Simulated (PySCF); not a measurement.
Rigid-rotor lines calculated for a species of formula C4H7AlSe (commonest isotopes; PBE0-D3(BJ)/def2-SVP geometry optimisation, gas phase (PySCF)), labelled J(Ka,Kc):

```tsv
transition	MHz
2(1,1) ← 1(1,0)	3005.2
2(0,2) ← 1(0,1)	2957.6
1(0,1) ← 0(0,0)	1478.9
1(1,1) ← 0(0,0)	10769.9
2(1,2) ← 1(1,1)	2910.4
```

Problem. Find the rotational constants.

Solution. 1(0,1) ← 0(0,0) is B + C, 2(1,1) ← 1(1,0) is 3B + C and 2(1,2) ← 1(1,1) is B + 3C, so B − C is half the difference of the last two, 47.4 MHz. 1(1,1) ← 0(0,0) is A + C. A = 10054.2, B = 763.2, C = 715.8 MHz.

Problem. What moments of inertia, asymmetry and inertial defect follow?

Solution. I = 505379 MHz·u·Å² over each constant: Ia = 50.27, Ib = 662.22, Ic = 706.08 u·Å²; κ = (2B − A − C)/(A − C) = -0.990 (near-prolate asymmetric top); Δ = Ic − Ia − Ib = -6.41 u·Å².

Problem. Which dipole components do these lines need?

Solution. μa and μb (a-type: ΔKa even, ΔKc odd; b-type: both odd). The calculation gives |μa| = 0.54 D, |μb| = 1.66 D, |μc| = 0.00 D.

Problem. Where do these fall, and of which type are they? 3(2,2) ← 2(1,1); 4(1,3) ← 4(0,4); 3(1,2) ← 3(0,3); 4(2,2) ← 4(1,3); 4(4,1) ← 3(3,0); 3(2,2) ← 2(2,1); 2(1,1) ← 2(0,2); 3(3,0) ← 3(2,1).

Solution. 
```
     transition    MHz  type  branch
3(2,2) ← 2(2,1)   4437     a       R
2(1,1) ← 2(0,2)   9386     b       Q
3(1,2) ← 3(0,3)   9458     b       Q
4(1,3) ← 4(0,4)   9554     b       Q
4(2,2) ← 4(1,3)  27710     b       Q
3(2,2) ← 2(1,1)  32310     b       R
3(3,0) ← 3(2,1)  46573     b       Q
4(4,1) ← 3(3,0)  71119     b       R
```

Problem. Which structure gave them?

Solution. `C#CC[Se][CH2][AlH2]`. Three constants can't fix a structure by themselves; this is the one that was computed:
```
atom  x, y, z in Å
C1     3.711    1.140    0.289
C2     2.692    0.512    0.471
C3     1.459   -0.217    0.672
Se4   -0.048    0.710   -0.201
C5    -1.439   -0.542    0.302
Al6   -3.208    0.002   -0.369
H7     4.618    1.693    0.132
H8     1.227   -0.306    1.745
H9     1.528   -1.230    0.245
H10   -1.205   -1.550   -0.086
H11   -1.492   -0.629    1.403
H12   -4.445   -0.948   -0.058
H13   -3.391    1.348   -1.192
```

The values belong to one conformer with, in the numbering `[CH:1]#[C:2][CH2:3][Se:4][CH2:5][AlH2:6]`, C2–C3–Se4–C5 180°, C3–Se4–C5–Al6 180°, Se4–C5–Al6–H 179° and -1°. No frequency check. Zero-point vibration and centrifugal distortion are left out. Quadrupole hyperfine structure (27Al) is left out.

On an Arm Neoverse V1 with one thread, on a shared host, this took 69 s and 0.62 GiB of memory at its peak. These figures are those of the optimisation.
